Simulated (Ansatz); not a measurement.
## C2H6ClFSn: where a starting geometry ends

The starting geometry of this gas-phase singlet is a saddle point at PBE0-D3(BJ)/def2-SVP, pushed by 0.25 Å along its imaginary mode; its bonds are those of `[CH3][Sn]([CH3])([F])[Cl]`.

```xyz
11

C    -0.7076   -0.8880   -0.3327
C    -0.4278    2.8162    0.1763
Cl    1.5328    1.1025   -2.3701
F    -1.8650    1.3662   -2.3647
Sn   -0.4317    1.0795   -1.0677
H    -0.3511   -1.6132   -1.1330
H    -1.7947   -1.0629   -0.1256
H    -0.0855   -1.0407    0.5981
H     0.4078    3.4807   -0.1892
H    -0.2475    2.5135    1.2457
H    -1.4226    3.3259    0.0558
```

Q: Predict what becomes of its bonds when it is optimised with PBE0-D3(BJ)/def2-SVP.

A: It keeps its bonds, and is `[CH3][Sn]([CH3])([F])[Cl]`.

The energy falls by 0.10 eV over 47 steps:

```
step  E − E(last) (eV)
   1             0.096
   6             0.001
  11             0.001
  16             0.001
  21             0.001
  27             0.001
  32             0.000
  37             0.000
  42             0.000
  47             0.000
```

Final geometry (Å):

```xyz
11

C    -0.6629   -0.9075   -0.3294
C    -0.3550    2.8098    0.1751
Cl    1.2865    1.1457   -2.5989
F    -2.0784    1.3647   -2.1641
Sn   -0.4988    1.0844   -1.0653
H     0.0805   -1.5292   -0.8452
H    -1.6741   -1.2716   -0.5568
H    -0.4887   -0.9365    0.7546
H     0.5992    3.3117   -0.0318
H    -0.4119    2.5313    1.2360
H    -1.1891    3.4770   -0.0815
```

Frequencies at the end are all real (lowest 23 cm⁻¹). Atoms past krypton carry core potentials, without spin–orbit terms. Run with Ansatz 0.2.0, 3.1 min on 2 threads of Intel(R) Xeon(R) Platinum 8375C CPU @ 2.90GHz (Ice Lake), with other jobs on the host.
